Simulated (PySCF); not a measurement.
Point-charge models of `[Si@H]1(P)C[SiH2][C@H](F)[SiH2]C1` against its computed dipole.

Coordinates (GFN2-xTB, Å) and charges (e) from the PBE0/pcSseg-1 density (PySCF):

```csv
atom,x,y,z,Mulliken,IAO,Hirshfeld,ESP-fitted
F1,-2.410,0.650,-1.271,-0.3490,-0.3326,-0.1259,-0.1861
C2,-1.997,0.448,0.058,-0.3670,-0.3634,-0.1158,-0.2832
Si3,-1.467,-1.389,0.221,+0.6474,+0.7497,+0.3290,+0.5547
C4,0.052,-1.634,-0.890,-0.8296,-0.8254,-0.2502,-0.6037
Si5,1.490,-0.422,-0.574,+0.5254,+0.7345,+0.3141,+0.6702
P6,2.447,-0.975,1.389,-0.1793,-0.1138,-0.0303,-0.4357
C7,0.851,1.379,-0.646,-0.8246,-0.8269,-0.2500,-0.8139
Si8,-0.656,1.759,0.448,+0.6459,+0.7499,+0.3267,+0.6118
H9,-2.893,0.636,0.656,+0.1557,+0.1531,+0.0384,+0.1308
H10,-1.161,-1.629,1.636,-0.0546,-0.1263,-0.0766,-0.1196
H11,-2.577,-2.238,-0.226,-0.0588,-0.1098,-0.0744,-0.1198
H12,-0.255,-1.533,-1.930,+0.1830,+0.1706,+0.0457,+0.1664
H13,0.416,-2.653,-0.772,+0.1805,+0.1683,+0.0418,+0.1525
H14,2.537,-0.605,-1.603,-0.0246,-0.1139,-0.0823,-0.1356
H15,1.557,-0.266,2.176,+0.0524,-0.0059,-0.0124,+0.1413
H16,3.347,0.075,1.367,+0.0582,-0.0040,-0.0099,+0.1278
H17,0.585,1.602,-1.679,+0.1819,+0.1704,+0.0452,+0.2328
H18,1.659,2.062,-0.386,+0.1751,+0.1645,+0.0405,+0.1895
H19,-0.346,1.650,1.880,-0.0604,-0.1283,-0.0784,-0.1608
H20,-1.182,3.094,0.144,-0.0574,-0.1106,-0.0752,-0.1192
```

Form Σ q r in debye for every column and set it beside the full dipole.

The full density gives (0.24, 0.70, 0.39) D, 0.83 D in size; dipole vectors point from the negative to the positive end.

```json
{"scheme": "Mulliken", "μx": "1.40", "μy": "-0.21", "μz": "4.07", "size (D)": "4.31", "share of the full size (%)": "516", "angle to the full dipole (°)": "61"}
{"scheme": "IAO", "μx": "1.22", "μy": "-0.59", "μz": "2.92", "size (D)": "3.22", "share of the full size (%)": "387", "angle to the full dipole (°)": "68"}
{"scheme": "Hirshfeld", "μx": "0.62", "μy": "-0.36", "μz": "0.83", "size (D)": "1.09", "share of the full size (%)": "131", "angle to the full dipole (°)": "76"}
{"scheme": "ESP-fitted", "μx": "0.23", "μy": "0.64", "μz": "0.40", "size (D)": "0.79", "share of the full size (%)": "95", "angle to the full dipole (°)": "3"}
```

Which set comes closest?

Length of the difference vector: ESP-fitted 0.06 D, Hirshfeld 1.21 D, IAO 3.01 D, Mulliken 3.96 D. Closest: ESP-fitted. ESP charges are fitted to the potential around the molecule, whose slowest-falling term is the dipole's. The schemes that divide the density aren't constrained to reproduce the dipole.

What is left for the Hirshfeld atoms' own dipoles?

The Hirshfeld atoms' densities add up to the full density, so μ = Σ q r + Σ (atomic dipoles). The atomic dipoles sum to (0.24, 0.70, 0.39) − (0.62, -0.36, 0.83) = (-0.38, 1.06, -0.44) D, 1.21 D in size.

With the origin at the mean of the coordinates, (0.000, 0.001, 0.000) Å, which are the largest single terms, by size, of the Mulliken dipole along the direction of the full one?

C4 +7.05, Si8 +4.64, Si3 -4.60, C7 -4.35, H13 -2.14 D; all 20 atoms together +2.11 D. The single terms depend on the origin, their sum doesn't.

Give the size of the full dipole in other units.

0.83 D = 0.328 au = 0.174 e·Å = 2.78 × 10⁻³⁰ C·m.

The structure is a single GFN2-xTB conformer in the gas phase; no vibrational or solvent corrections.

The run behind these numbers computed NMR shieldings as well. Hardware: one thread of an Arm Neoverse N1 (shared host). Cost: 88 s of wall time, 1.1 GiB resident at most.
